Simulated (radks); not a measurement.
Results of a calculation; reference values are marked as such.
Initial-state core-level shifts of the argon ion Ar3+ when its valence configuration changes from [Ne] 3s2 3p3. Level of theory: non-relativistic Kohn-Sham, PBE, spin-unpolarised, spherical densities, point nucleus (a radial shooting solver on a logarithmic mesh with Libxc functionals). Shifts are changes of the shell-averaged eigenvalues in eV (positive: less bound); the change of the density at the nucleus, which sets a Mossbauer isomer shift, is in e/bohr^3, on a base of 3853.

valence          1s      2s      2p  density at nucleus
3s1.5 3p3.5  -0.462  -0.498  -0.482             -9.0154
3s1 3p4      -0.917  -0.990  -0.958            -18.0873
3s0.5 3p4.5  -1.363  -1.476  -1.427            -27.2144
3p5          -1.801  -1.955  -1.890            -36.3952
